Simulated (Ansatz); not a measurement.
Geometry optimisation, RKS PBE-D4/def2-SVP in Ansatz.

input.yaml

```yaml
crystal:
  periodic: [false, false, false]
  atoms:
    - { symbol: Mg, position_ang: [0.517278, 0.134644, 0.020549] }
    - { symbol: O, position_ang: [1.211723, -0.211245, 1.876706] }
    - { symbol: C, position_ang: [-0.092642, 0.280463, -1.969815] }
    - { symbol: H, position_ang: [-0.87075, -0.762308, 2.542167] }
    - { symbol: F, position_ang: [-1.721003, -0.844606, 2.194877] }
    - { symbol: H, position_ang: [1.609626, 0.506372, 2.398345] }
    - { symbol: H, position_ang: [0.766841, 0.297836, -2.672476] }
    - { symbol: H, position_ang: [-0.696738, 1.193063, -2.155396] }
    - { symbol: H, position_ang: [-0.724235, -0.594119, -2.234956] }
basis:
  gaussian: { orbitals: def2-SVP }
hamiltonian:
  xc: pbe
  dispersion: d4
relax:
  f_tol: 0.03
  max_steps: 50
```

Run as:

```bash
$ ansatz run input.yaml --threads 2 --pin off --max-ram 3072MiB --backend cpu --events-out ev --progress --plain --runs-dir out
```

Problem. Where does it end, and by what steps?

Solution. The run converged. After 15 steps the energy has fallen by 1.563 eV; H4 moved furthest, 1.05 Å. Parted: H4–F5 (0.92 → 1.70 Å). Joined: Mg1–F5 (3.27 → 1.85 Å), O2–H4 (2.25 → 1.01 Å).

```json
{"step": "0", "energy less start (eV)": "0.0000", "largest force component (eV/Å)": "1.834", "accepted": "yes"}
{"step": "1", "energy less start (eV)": "-0.3844", "largest force component (eV/Å)": "1.232", "accepted": "yes"}
{"step": "2", "energy less start (eV)": "-0.5968", "largest force component (eV/Å)": "1.384", "accepted": "yes"}
{"step": "3", "energy less start (eV)": "-0.8661", "largest force component (eV/Å)": "1.193", "accepted": "yes"}
{"step": "4", "energy less start (eV)": "-1.1155", "largest force component (eV/Å)": "0.628", "accepted": "yes"}
{"step": "5", "energy less start (eV)": "-1.1982", "largest force component (eV/Å)": "0.985", "accepted": "yes"}
{"step": "6", "energy less start (eV)": "-1.3438", "largest force component (eV/Å)": "0.912", "accepted": "yes"}
{"step": "7", "energy less start (eV)": "-1.4449", "largest force component (eV/Å)": "2.338", "accepted": "yes"}
{"step": "8", "energy less start (eV)": "-1.5292", "largest force component (eV/Å)": "0.218", "accepted": "yes"}
{"step": "9", "energy less start (eV)": "-1.5446", "largest force component (eV/Å)": "0.312", "accepted": "yes"}
{"step": "10", "energy less start (eV)": "-1.5530", "largest force component (eV/Å)": "0.144", "accepted": "yes"}
{"step": "11", "energy less start (eV)": "-1.5534", "largest force component (eV/Å)": "0.180", "accepted": "yes"}
{"step": "12", "energy less start (eV)": "-1.5607", "largest force component (eV/Å)": "0.113", "accepted": "yes"}
{"step": "13", "energy less start (eV)": "-1.5615", "largest force component (eV/Å)": "0.123", "accepted": "yes"}
{"step": "14", "energy less start (eV)": "-1.5626", "largest force component (eV/Å)": "0.050", "accepted": "yes"}
{"step": "15", "energy less start (eV)": "-1.5630", "largest force component (eV/Å)": "0.012", "accepted": "yes"}
```

```xyz
9
Properties=species:S:1:pos:R:3
Mg -0.426 -0.257 0.230
O 0.956 -0.204 1.830
C -0.186 0.215 -1.796
H 0.110 -0.443 2.327
F -1.432 -0.758 1.696
H 1.395 0.523 2.306
H 0.880 0.170 -2.108
H -0.550 1.238 -2.032
H -0.747 -0.484 -2.454
```

The run took 40 s on 2 threads of Arm Neoverse N1, with other jobs on the host, peak memory 0.15 GiB.
